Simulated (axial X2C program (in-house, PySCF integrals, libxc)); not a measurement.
**A run on OsF⁻ without results**

A two-component calculation with an in-house all-electron X2C program for linear molecules (integrals from PySCF).

Input and command:
```json
{"zs": [76, 9], "q": -1, "bas": ["dyall-acv3z", "dyall-av3z"], "r0": 1.93, "levels": ["PBE0", "HF", "LDA", "PBE", "TPSSh"], "nst": 3}
```
```bash
python soeom.py task.json out
```

Keys: zs atomic numbers; q charge; bas basis sets; r0 starting distance in Å; levels methods; nst determinants followed.

Outcome:

The PBE0 distance search ended without bracketing a minimum (an unconverged step or the end of its range); this says nothing on whether the molecule is bound.
